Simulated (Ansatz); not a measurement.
Cost and result for the atomization energy of ClH7OSi3 (`O[Si]([SiH3])([SiH3])Cl`) (12 atoms, 11 bonds).

| atom | x (Å) | y (Å) | z (Å) |
| --- | --- | --- | --- |
| O1 | 0.447 | 1.029 | 1.743 |
| Si2 | -0.284 | 0.117 | 0.584 |
| Si3 | -0.619 | 1.313 | -1.407 |
| Si4 | 0.977 | -1.843 | 0.386 |
| Cl5 | -2.192 | -0.421 | 1.213 |
| H6 | 0.044 | 1.867 | 1.978 |
| H7 | -1.380 | 0.479 | -2.374 |
| H8 | 0.686 | 1.694 | -2.012 |
| H9 | -1.392 | 2.552 | -1.113 |
| H10 | 1.020 | -2.555 | 1.690 |
| H11 | 2.360 | -1.521 | -0.055 |
| H12 | 0.334 | -2.712 | -0.635 |

Charge 0, multiplicity 1. Geometry: relaxed with PBE0-D4/def2-TZVP. It is one conformer, not always the lowest. Program: Ansatz. Hardware: A = 2 threads of a server CPU on a shared host; B = 2 threads of an AMD EPYC 7R13 on a shared host and a share of an NVIDIA H100 80 GB. Times are those of one run each, without the atoms' runs, and a repeat can differ threefold. Electronic energies, without spin–orbit coupling; frozen cores. CCSD(T)/CBS adds CCSD(T) − MP2 in def2-TZVPP to the MP2 limit, and its time is that of the two runs behind it. T1 = 0.013. B3LYP takes the VWN-RPA correlation (the form of Gaussian; ORCA's B3LYP/G). HSE06 is the plane-wave form, built on full-range PBE exchange.

CCSD(T)/CBS is a level of theory with its own doubt, some kJ/mol a heavy atom from the limit and from the frozen cores, so smaller differences don't rank the functionals.

```
                                level  functions  wall time  atomization (kJ/mol)  difference from CCSD(T)/CBS  per bond
           LDA (SPW92)/def2-TZVPP [A]        297        6 s                4206.0                        422.8      38.4
               BLYP-D4/def2-TZVPP [A]        297      7.5 s                3721.5                        -61.7      -5.6
  PBE-D4/def2-TZVPP (with forces) [A]        297      8.5 s                3754.7                        -28.5      -2.6
             revPBE-D4/def2-TZVPP [A]        297       11 s                3689.8                        -93.4      -8.5
                   MP2/def2-QZVPP [B]        547       12 s                3752.8                        -30.4      -2.8
              HSE06-D4/def2-TZVPP [A]        297       13 s                3728.3                        -54.9      -5.0
               CCSD(T)/def2-TZVPP [B]        297       17 s                3669.2                       -114.0     -10.4
              BHLYP-D4/def2-TZVPP [A]        297       17 s                3695.7                        -87.5      -8.0
               PBE0-D4/def2-TZVPP [A]        297       20 s                3726.6                        -56.6      -5.1
B3LYP-D4/def2-TZVPP (with forces) [A]        297       20 s                3753.6                        -29.6      -2.7
                 CCSD(T)/def2-SVP [A]        121       24 s                3466.2                       -317.0     -28.8
                B97M-V/def2-TZVPP [A]        297       26 s                3797.5                         14.3       1.3
                    CCSD(T)/CBS(def2)          –       29 s                3783.2                          0.0       0.0
```

The D4 term adds +54.8 kJ/mol with B3LYP and +29.3 kJ/mol with PBE0; it sums over pairs of atoms, weighted by their polarisabilities, and B3LYP, whose exchange is more repulsive, gets the larger term. In def2-TZVPP, CCSD(T) changes the Hartree–Fock value by +859.3 kJ/mol (the triples alone add +45.2 kJ/mol) and MP2 by +874.9 kJ/mol; breaking electron pairs costs correlation energy, which Hartree–Fock lacks. At CCSD(T), def2-SVP lies −317.0 kJ/mol from the extrapolated value and def2-TZVPP −114.0 kJ/mol: correlation converges slowly with the basis, and small sets miss more of it in the bonded molecule than in its fragments.
